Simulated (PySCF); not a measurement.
# Electron correlation in N³⁺ (nitrogen, charge +3)

[He] 2s2, closed-shell 1S. All numbers are calculated (PySCF 2.14, the spin-free X2C one-electron Hamiltonian (Gaussian nucleus), in cc-pVDZ-DK). Frozen: 1s2; 2 electrons correlated.

Total MP2 correlation energy: -46.16 mhartree.

Same-spin part 0.00 and opposite-spin part -46.16 mhartree; SCS-MP2 scales them by 1/3 and 6/5 to -55.40 mhartree.

With two correlated electrons CCSD is exact within the correlated space (frozen core and kept virtual orbitals).

```tsv
level	correlation energy (mhartree)
CCSD	-84.68
```

Diagnostics: T1 = 0.0067, D1 = 0.0095, largest double amplitude 0.156.

Is a single reference adequate?

Not fully. A double-excitation amplitude exceeds 0.15, a sign of near-degeneracy.
